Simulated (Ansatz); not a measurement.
`FC1OB1Cl`. Total charge 0; spin multiplicity 1.

Cartesian coordinates in Å:
```
F -1.034 0.258 -1.416
C -0.679 -0.011 -0.144
O 0.335 -1.072 -0.054
B 0.748 0.145 0.310
Cl 2.187 0.896 0.844
H -1.557 -0.217 0.460
```

**Question.** What are the harmonic wavenumbers in cm⁻¹ at PBE0-D4/def2-TZVP (Ansatz, finite differences of forces, unscaled)? (An estimate is asked.)

**Answer.** Computed: 170, 314, 488, 501, 611, 833, 1007, 1112, 1276, 1355, 1577, 3175.

**Question.** Is this a minimum?

**Answer.** Yes, all 12 modes are real.

**Question.** Give the ideal-gas thermochemistry at 298.15 K and 1 bar (rigid rotor, harmonic oscillator; point group C1, symmetry number 1).

**Answer.** Zero-point energy 74.3 kJ/mol; H(298) − E = 88.9 kJ/mol; entropy 300.3 J/(mol·K), of which translation 165.6, rotation 109.9, vibration 24.9; G(298) − E = -0.7 kJ/mol.

**Question.** Rotational constants (cm⁻¹)?

**Answer.** 0.4259, 0.06971, 0.06324.
